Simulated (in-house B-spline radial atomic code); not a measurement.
# OLYP excitations of Ge4+

Method: OLYP. Computed with a B-spline radial code for spherical atoms: linear response of the closed shell [Ar] 3d10 with the functional's adiabatic kernel; non-relativistic, point nucleus, no spin-orbit coupling, no double excitations, S, P, D and F terms only. Only terms of natural parity with L up to 3 were computed.

Without relativity these are model numbers for so heavy an element.

Command:
```bash
python run_td.py task.json out
```
Settings (radii: box in bohr, nucleus in fm):
```
Z                        32
electrons                28
configuration            [Ar] 3d10
hamiltonian              nr
method                   optx,lyp
box_radius               19.1
intervals                54
```

Cost of the run: 0.5 s on 1 thread of Intel(R) Xeon(R) 6975P-C (Granite Rapids), on a shared host.

The lowest states, in the order of their Tamm-Dancoff energies; the method's threshold (minus the highest occupied level) is 78.96 eV. Labels give the largest channel, * marks a mixed state, and oscillator strengths are full-response dipole values. Semilocal kernels can invert the small singlet-triplet splittings of Rydberg terms. Energies in eV:

| state | full response | Tamm-Dancoff | oscillator strength |
| --- | --- | --- | --- |
| 3d → 4s 3D | 26.632 | 26.657 | - |
| 3d → 4s 1D | 27.338 | 27.351 | - |
| 3d → 4p 3P | 36.96 | 36.99 | - |
| 3d → 4p 3F | 37.01 | 37.03 | - |
| 3d → 4p 1F | 37.54 | 37.55 | - |
| 3d → 4p 1P | 38.54 | 38.62 | 0.479 |
| 3d → 4d 3S | 51.99 | 52.03 | - |
| 3d → 4d 3D | ? | ? | - |
| 3d → 4d 1D | 52.79 | 52.80 | - |
| 3d → 5s 3D | ? | ? | - |

Q: Where does 3d → 5s 3D lie?

A: At 55.92 eV in full response, 55.93 eV in Tamm-Dancoff.

Q: Where does 3d → 4d 3D lie?

A: At 52.25 eV in full response, 52.26 eV in Tamm-Dancoff.

Q: How large is the singlet-triplet splitting of 3d → 4s (D terms) in Tamm-Dancoff?

A: 0.694 eV, from the unrounded values.

Q: What polarisabilities and dispersion coefficient does the method give?

A: Dipole 0.8292 bohr³, quadrupole 1.245 bohr⁵, C6 1.57 hartree·bohr⁶ for two such species.
